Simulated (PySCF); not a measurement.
A structure optimised at TPSSh-D3(BJ)/def2-SVP, used in a PySCF frequency run:

```
N
H 1 1.0198
N 1 1.3439 2 121.49
H 3 1.0198 1 121.49 2 0.00
C 1 1.3456 2 129.35 3 180.00
C 3 1.3456 4 129.35 1 180.00
H 6 1.0883 3 120.75 4 0.00
H 5 1.0883 1 120.75 2 0.00
C 5 1.3950 8 131.36 1 180.00
H 9 1.0867 5 127.04 8 0.00
```
Charge +1, spin multiplicity 1.

Task: Write its SMILES, formula and point group.

Result: c1c[nH][nH+]c1, C₃H₅N₂, C2v

Task: What are its rotational constants (standard atomic weights)?

Result: 9.1989, 9.0379, 4.5589 GHz
